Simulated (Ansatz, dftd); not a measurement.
Species: BSiH4, charge 0, doublet. BSiH4 (SMILES B[SiH2], doublet).
B3LYP-D3(BJ)/def2-TZVP minimum from Ansatz (a program for electronic structure):
```
Si
H 1 1.4794
H 1 1.4794 2 110.51
B 1 1.9237 2 124.74 3 -180.00
H 4 1.1895 1 119.73 2 180.00
H 4 1.1895 5 120.54 1 180.00
```
Charge 0, spin multiplicity 2.

Wanted: atomisation energy (electronic, to ground-state atoms), in kcal/mol. Open shells are spin-unrestricted; no spin-orbit coupling. Cores are frozen in correlated methods. Rows without X2C or -DK are non-relativistic. CBS(X,Y): correlation extrapolated as X^-3, Hartree-Fock from the larger set. A bracket is a step between two methods taken in the basis named. Functionals run without relativity, which enters their misses. Double hybrids freeze cores in their MP2 part. '+ core + X2C': CCSD(T) terms for core correlation (cc-pwCVTZ, 1s frozen past Ne) and scalar relativity (cc-pVTZ-DK). Where a partner has so few electrons that a lower coupled-cluster level is exact, that level stands in.

| level | program | atomisation energy (kcal/mol) | difference against the last row |
|---|---|---|---|
| HF/cc-pV(D+d)Z | Ansatz | 315.8 | -89.0 |
| HF/cc-pV(T+d)Z | Ansatz | 320.8 | -84.0 |
| PBE/def2-TZVPD | Ansatz | 405.4 | 0.6 |
| PBE0-D3(BJ)/def2-TZVPD | Ansatz + dftd3 | 406.5 | 1.7 |
| CAM-B3LYP-D3(BJ)/def2-TZVPD | Ansatz + dftd3 | 410.3 | 5.5 |
| wB97M-V/def2-TZVPD | Ansatz | 406.9 | 2.1 |
| B2PLYP/def2-TZVPD | Ansatz | 401.5 | -3.3 |
| B2GP-PLYP/def2-TZVPD | Ansatz | 400.4 | -4.4 |
| CCSD/cc-pV(T+d)Z | Ansatz | 392.1 | -12.7 |
| CCSD(T)/cc-pV(D+d)Z | Ansatz | 375.2 | -29.6 |
| CCSD(T)/cc-pV(T+d)Z | Ansatz | 395.0 | -9.8 |
| CCSDT(Q)/cc-pV(D+d)Z | Ansatz | 375.6 | -29.2 |
| CCSDT(Q)/cc-pV(T+d)Z | Ansatz | 395.2 | -9.6 |
| CCSD(T)/CBS(cc-pV(T+d)Z,cc-pV(Q+d)Z) + [CCSDT(Q) - CCSD(T)]/cc-pV(D+d)Z + core + X2C | Ansatz | 404.9 | 0.1 |
| CCSD(T)/CBS(cc-pV(T+d)Z,cc-pV(Q+d)Z) + [CCSDT(Q) - CCSD(T)]/cc-pV(T+d)Z + core + X2C | Ansatz | 404.8 | 0.0 |
